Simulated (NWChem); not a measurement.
**Basis-set convergence for CH5NSi**

```xyz
8

Si     0.1228    -0.7075     0.0000
C     -1.4694     0.3845     0.0000
H     -2.0920     0.1251    -0.8849
H     -1.3039     1.4835     0.0000
H     -2.0920     0.1251     0.8849
N      1.3072     0.5615     0.0000
H      1.1237     1.5720     0.0000
H      2.3117     0.3619     0.0000
```
Charge 0, spin multiplicity 1.

The numbers come from NWChem runs, not from measurements. Structure: optimised with PBE/def2-SVP, a minimum by its harmonic frequencies. It is one conformer; others weren't searched.

Quantity: first vertical ionisation energy at the level G0W0@PBE0.

GW and range-separated runs recompute their integrals, the others keep them in memory, which bears on the times. The structure started from a generated list of species.

The cost column gives rough processor time relative to def2-SVPD; each entry includes its own SCF.

Problem. In def2-TZVPP the value is 8.25 eV. Among def2-SVPD, def2-TZVP, def2-TZVPD, which is the smallest basis within 0.1 eV of it?

Solution. def2-TZVP, with 129 functions against 174 (also within reach: def2-TZVPD). def2-TZVPP isn't the basis-set limit itself, and a small set can land close by cancellation.

```json
[
 {"basis": "def2-SVPD", "functions": "104", "first vertical ionisation energy (eV)": "7.89", "relative cost": "1"},
 {"basis": "def2-TZVP", "functions": "129", "first vertical ionisation energy (eV)": "8.19", "relative cost": "under 3"},
 {"basis": "def2-TZVPD", "functions": "162", "first vertical ionisation energy (eV)": "8.18", "relative cost": "4"},
 {"basis": "def2-TZVPP", "functions": "174", "first vertical ionisation energy (eV)": "8.25", "relative cost": "4"}
]
```
